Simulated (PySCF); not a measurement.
A geometry optimisation on `[Cl][Hf]([Cl])([Cl])[Cl]`.

Method: PBE0-D3(BJ)/def2-SVP geometry optimisation, gas phase, def2 core potentials past Kr (PySCF 2.14.0). Start geometry: GFN2-xTB. A driver script takes a list of jobs; this job's settings line and coordinates (Å) are shown.

Input:
```
{"job": {"xc": "PBE0", "basis": "def2-SVP", "d3": "d3bj", "grid": 1, "maxiter": 30, "shake": 0.03, "kind": "geom"}, "charge": 0, "multiplicity": 1}
Hf     0.061490    -0.075790     0.011420
Cl    -0.007450    -0.029440     2.236090
Cl     2.053010     0.001470    -0.781620
Cl    -0.966340     1.842220    -0.741420
Cl    -1.065850    -1.848940    -0.786590
```

Output:
```
step   0  E = -1887.93802644  max force = 0.083799
step   1  E = -1887.95900170  max force = 0.004301
step   2  E = -1887.95924563  max force = 0.001118
step   3  E = -1887.95930377  max force = 0.000973
step   4  E = -1887.95930950  max force = 0.000633
step   5  E = -1887.95931714  max force = 0.000643
step   6  E = -1887.95932740  max force = 0.000560
step   7  E = -1887.95933840  max force = 0.000438
optimisation converged
```

Energies in Eh; «max force» is the largest Cartesian gradient component in Eh/bohr.

Task: Give the first gradient maximum in eV/Å.

Result: With 1 Eh/bohr = 51.422 eV/Å, 4.309 eV/Å.

Task: How much energy does the optimisation release, in eV?

Result: E(step 0) − E(last step) = 0.021312 Eh, which is 0.580 eV.

In short: final energy -1887.95934 Eh after 7 steps; dipole 0.09 D.

Hardware: one thread, Arm Neoverse V2 (aarch64), on a shared host.
Labels such as C1 count atoms from 1, the log's own numbers from 0.
